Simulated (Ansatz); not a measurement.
`CN(C)[Si](Cl)(Cl)N(C)C`, relaxed with RKS PBE0-D4/def2-TZVP in Ansatz from a PBE-D4/def2-SVP geometry. The force threshold is 0.005 eV/Å; the program also tests the step.

Total charge 0; spin multiplicity 1.

Start:

```xyz
21

C     1.122    0.173   -1.717
N    -0.186   -0.355   -1.352
C    -1.012   -0.720   -2.491
Si   -0.424   -0.937    0.256
Cl    0.604   -2.710    0.671
Cl   -2.457   -1.389    0.447
N     0.135    0.246    1.383
C     0.667   -0.056    2.701
C    -0.316    1.622    1.229
H     1.726   -0.561   -2.302
H     1.015    1.091   -2.339
H     1.693    0.441   -0.807
H    -0.538   -1.514   -3.118
H    -1.997   -1.090   -2.152
H    -1.183    0.163   -3.147
H     1.538    0.599    2.929
H     1.008   -1.107    2.749
H    -0.090    0.102    3.507
H     0.524    2.333    1.402
H    -0.698    1.788    0.203
H    -1.130    1.882    1.949
```

Problem. How much energy does the relaxation release, and in how many steps? (An estimate is asked.)

Solution. The calculation gave: 0.12 eV, in 8 steps, 1 of them rejected.

Problem. Which bonds change most? (Best estimate.)

Solution. The calculation gave: N2–Si4 from 1.726 to 1.695 Å; Si4–N7 from 1.726 to 1.695 Å; Si4–Cl6 from 2.092 to 2.061 Å; Si4–Cl5 from 2.091 to 2.061 Å.

Problem. Give the relaxed structure. (Best estimate.)

Solution. Computed: 
```xyz
21

C     1.093    0.195   -1.701
N    -0.194   -0.355   -1.327
C    -0.998   -0.731   -2.468
Si   -0.418   -0.926    0.253
Cl    0.586   -2.683    0.643
Cl   -2.417   -1.377    0.465
N     0.137    0.230    1.362
C     0.642   -0.062    2.683
C    -0.282    1.607    1.209
H     1.686   -0.522   -2.285
H     0.959    1.096   -2.310
H     1.665    0.466   -0.813
H    -0.504   -1.501   -3.076
H    -1.966   -1.114   -2.150
H    -1.171    0.141   -3.109
H     1.500    0.583    2.909
H     0.972   -1.097    2.752
H    -0.119    0.110    3.456
H     0.562    2.284    1.386
H    -0.655    1.785    0.200
H    -1.078    1.870    1.919
```
